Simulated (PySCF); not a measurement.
OI2: from structure and modes to constants

These are results of PBE0/[O def2-SVP, I def2-SVP with ECP28], scalar-relativistic core potentials, density fitting, no spin–orbit coupling, PySCF, not measurements.

The singlet minimum has C2v symmetry. Masses (u): O 15.99492, I 126.90447.

```xyz
3
charge 0 multiplicity 1, angstrom
O     0.0000    0.0000   -0.9802
I     1.7336    0.0000    0.0618
I    -1.7336    0.0000    0.0618
```

Harmonic wavenumbers (cm⁻¹): 126.7 (a1, ×1), 465.7 (a1, ×1), 631.6 (b2, ×1).

Find the principal moments of inertia and the rotational constants. What kind of rotor is it?

About the centre of mass I = 16.338, 762.79, 779.13 u Å². With B = 16.8576/I this gives 1.032, 0.0221, 0.02164 cm⁻¹. The molecule is an asymmetric top with κ = -1.00.

What is the harmonic zero-point energy?

Half the sum of all 3 wavenumbers, 1224/2 = 612 cm⁻¹, which is 7.3 kJ/mol (1 cm⁻¹ = 0.0119627 kJ/mol).
